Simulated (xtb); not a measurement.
Input file for xtb: GFN2-xTB on IrC, 2S+1 = 2, a spin state set in the input, which need not be the lowest, a point of a bond scan (R = 1.552 Å).

```
$ xtb mol.xyz --gfn 2 --sp --chrg 0 --uhf 1
2

Ir     0.00000000     0.00000000     0.00000000
C      0.00000000     0.00000000     1.55245100
```

The head of its log:

```
[...]
           -------------------------------------------------
          |                Calculation Setup                |
           -------------------------------------------------



           -------------------------------------------------
          |                 G F N 2 - x T B                 |
           -------------------------------------------------

        Reference                      10.1021/acs.jctc.8b01176
      * Hamiltonian:
        H0-scaling (s, p, d)           1.850000    2.230000    2.230000
        zeta-weighting                 0.500000
      * Dispersion:
        s8                             2.700000
        a1                             0.520000
        a2                             5.000000
        s9                             5.000000
      * Repulsion:
        kExp                           1.500000    1.000000
        rExp                           1.000000
      * Coulomb:
        alpha                          2.000000
        third order                    shell-resolved
        anisotropic                    true
        a3                             3.000000
        a5                             4.000000
        cn-shift                       1.200000
        cn-exp                         4.000000
        max-rad                        5.000000


          ...................................................
          :                      SETUP                      :
          :.................................................:
          :  # basis functions                  14          :
          :  # atomic orbitals                  13          :
          :  # shells                            5          :
          :  # electrons                        13          :
          :  max. iterations                   250          :
          :  Hamiltonian                  GFN2-xTB          :
          :  restarted?                      false          :
          :  GBSA solvation                  false          :
          :  PC potential                    false          :
          :  electronic temp.          300.0000000     K    :
          :  accuracy                    1.0000000          :
          :  -> integral cutoff          0.2500000E+02      :
          :  -> integral neglect         0.1000000E-07      :
          :  -> SCF convergence          0.1000000E-05 Eh   :
          :  -> wf. convergence          0.1000000E-03 e    :
          :  Broyden damping             0.4000000          :
          :  net charge                          0          :
          :  unpaired electrons                  1          :
          ...................................................

 iter      E             dE          RMSdq      gap      omega  full diag
   1     -4.0326463 -0.403265E+01  0.313E+01    1.59       0.0  T
   2     -2.8680433  0.116460E+01  0.586E+01    0.54       1.0  T
```

Q: Give the final energy of this run.

A: -5.6507 hartree.
